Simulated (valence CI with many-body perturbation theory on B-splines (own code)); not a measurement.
## Energy levels of Pt⁶⁴⁺

Level of theory: valence CI with perturbative core correlation (CI+MBPT): four valence electrons over a frozen Dirac-Fock core [Ne], a basis of 11 s, 11 p, 9 d, 7 f, 5 g, 2 h, 1 i functions for each j, with the one-electron correlation potential Σ1, the two-electron term Σ2, the three-electron term Σ3, Breit, model QED; selected CI, second order for the rest (own B-spline code, finite nucleus).

No measured spectrum was set against this ion. As an estimate, large intervals hold to a few tenths of a per cent, small ones and those within an open d or f shell to about a per cent.

Levels 46 to 68 of 68, with energies above the lowest level, (3s^2 3p1/2^2) J=0. "Leading %" is the weight of the configuration and term that name the level; weights of strongly mixed levels are sums over their largest components and can fall short. In the jj column 3d3/2^4 stands for four electrons in 3d with j = 3/2. Lifetimes count E1, E2, E3, M1 and M2 decay at the calculated energies, and are blank where another channel may lead or the interval is too uncertain; long ones can be off by a factor of two.

| No. | Configuration | Term | J | E (× 10³ cm⁻¹) | Leading % | Lifetime | Leading jj | g |
| --- | --- | --- | --- | --- | --- | --- | --- | --- |
| 46 | 3s3p²3d | ⁵D | 4 | 11328 | 46 | 65.6 ps | 3s 3p1/2 3p3/2 3d5/2 (99 %) | 1.379 |
| 47 | 3s3p²3d | ³P | 2 | 11510 | 33 | 1.24 ps | 3s 3p1/2 3p3/2 3d5/2 (96 %) | 1.335 |
| 48 | 3s3p²3d | ³G | 5 | 11526 | 60 | 40.6 ps | 3s 3p1/2 3p3/2 3d5/2 (99 %) | 1.263 |
| 49 | 3s²3d² | ³F | 2 | 11592 | 46 | 107 fs | 3s^2 3d3/2^2 (65 %) | 0.861 |
| 50 | 3s3p²3d | ³F | 3 | 11593 | 43 | 1.70 ps | 3s 3p1/2 3p3/2 3d5/2 (96 %) | 1.278 |
| 51 | 3s3p²3d | ³D | 3 | 11684 | 62 | 1.20 ps | 3s 3p1/2 3p3/2 3d5/2 (96 %) | 1.290 |
| 52 | 3s3p²3d | ³P | 1 | 11691 | 38 | 1.38 ps | 3s 3p1/2 3p3/2 3d5/2 (94 %) | 1.164 |
| 53 | 3s3p²3d | ³F | 4 | 11714 | 41 | 2.18 ps | 3s 3p1/2 3p3/2 3d5/2 (93 %) | 1.169 |
| 54 | 3s3p²3d | ¹D | 2 | 11753 | 35 | 437 fs | 3s 3p1/2 3p3/2 3d5/2 (84 %) | 1.095 |
| 55 | 3s3p²3d | ³D | 3 | 11813 | 37 | 350 fs | 3s 3p1/2 3p3/2 3d5/2 (91 %) | 1.191 |
| 56 | 3s²3d² | ³P | 0 | 11814 | 47 | 90.8 fs | 3s^2 3d3/2^2 (71 %) |  |
| 57 | 3s3p²3d | ³F | 4 | 11838 | 48 | 522 fs | 3s 3p1/2 3p3/2 3d5/2 (89 %) | 1.145 |
| 58 | 3s3p²3d | ³D | 1 | 11860 | 39 | 775 fs | 3s 3p1/2 3p3/2 3d5/2 (91 %) | 0.929 |
| 59 | 3s3p²3d | ³P | 1 | 11965 | 28 | 796 fs | 3s 3p1/2 3p3/2 3d5/2 (91 %) | 1.330 |
| 60 | 3s3p²3d | ¹F | 3 | 11977 | 38 | 362 fs | 3s 3p1/2 3p3/2 3d5/2 (86 %) | 1.085 |
| 61 | 3s3p²3d | ³D | 2 | 11984 | 19 | 576 fs | 3s 3p1/2 3p3/2 3d5/2 (80 %) | 1.169 |
| 62 | 3s3p²3d | ³P | 0 | 11996 | 46 | 461 fs | 3s 3p1/2 3p3/2 3d5/2 (84 %) |  |
| 63 | 3s3p²3d | ³D | 2 | 12053 | 33 | 215 fs | 3s 3p1/2 3p3/2 3d5/2 (95 %) | 1.168 |
| 64 | 3p³3d | ³D° | 2 | 12327 | 16 | 1.96 ps | 3p1/2^2 3p3/2 3d3/2 (66 %) | 0.918 |
| 65 | 3s²3d² | ³F | 3 | 12344 | 77 | 161 fs | 3s^2 3d3/2 3d5/2 (77 %) | 1.076 |
| 66 | 3s²3d² | ¹G | 4 | 12433 | 62 | 206 fs | 3s^2 3d3/2 3d5/2 (86 %) | 1.067 |
| 67 | 3s²3d² | ³P | 2 | 12437 | 40 | 153 fs | 3s^2 3d3/2 3d5/2 (79 %) | 1.171 |
| 68 | 3p³3d | ³P° | 0 | 12440 | 52 | 979 fs | 3p1/2^2 3p3/2 3d3/2 (81 %) |  |
